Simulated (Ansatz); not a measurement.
```yaml
crystal:
  periodic: [false, false, false]
  atoms:
    - {symbol: V, position_ang: [0.052624, 0.007172, 0.019195]}
    - {symbol: O, position_ang: [0.047483, 0.014132, 1.650882]}
    - {symbol: O, position_ang: [1.578811, -0.035982, -0.517563]}
    - {symbol: F, position_ang: [-0.779635, 1.466742, -0.569901]}
    - {symbol: F, position_ang: [-0.884286, -1.489076, -0.553036]}
basis:
  gaussian: {orbitals: def2-SVPD}
total_charge: -1
hamiltonian: {xc: {name: r2SCAN0}}
scf: {omitted_lower_state_checks: [starts]}
```

```sh
$ ansatz run in.yaml --threads 4 --pin off --events-out ev --progress --plain --max-ram 3916MiB
```

Shortened log:

```
Functional definition: r2SCAN0
1250 factors; their error is unknown
mean field evaluation 1: about -35186.0303 eV, gradient 9.7e1 eV
mean field evaluation 2: about -34656.5282 eV, gradient 4.6e2 eV
mean field evaluation 4: about -35202.0988 eV, gradient 4.4e1 eV
mean field evaluation 8: about -35205.1383 eV, gradient 8.2e-1 eV
mean field evaluation 16: about -35205.3425 eV, gradient 9.9e-4 eV
mean field -35205.34251523 eV, -1293.7724743965 hartree, gradient 4.9e-5 eV, S^2 0.000000; 0 other end points of the search recorded, 0 dependent functions left out
reference -35205.34252627 eV, -1293.7724748023 hartree; 29, 29 occupied and 97, 97 virtual orbitals, 1250 factors
Total energy: -35205.34252627 eV, -1293.7724748023 hartree
Checks for a lower state left out: starts
```

It took 4.8 s on 4 threads of Arm Neoverse N1 on a shared host.

The restricted singlet is unstable towards broken spin symmetry in Hartree–Fock (as tested in another run); at RKS r2SCAN0/def2-SVPD this wasn't settled.
